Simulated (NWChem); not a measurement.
Species: AlHOIF; SMILES [OH][Al]([F])[I]

```xyz
5

Al     0.1092    -1.3187     0.0000
F     -1.2274    -2.2996     0.0000
I     -0.1685     1.1026     0.0000
O      1.6627    -1.9713     0.0000
H      1.8799    -2.9053     0.0000
```
Atoms are numbered in this order, from 1.

Computed with NWChem. Structure relaxed at the PBE0/def2-SVP level. def2 effective core potentials on I; no spin-orbit coupling. Level: PBE0/def2-SVPD; rows give the wavelength of the field.

```json
[
 {"field": "static", "isotropic polarisability (bohr³)": "60.3", "anisotropy (bohr³)": "19.7"},
 {"field": "1065 nm", "isotropic polarisability (bohr³)": "61.1", "anisotropy (bohr³)": "20.1"},
 {"field": "589 nm", "isotropic polarisability (bohr³)": "62.8", "anisotropy (bohr³)": "20.9"}
]
```
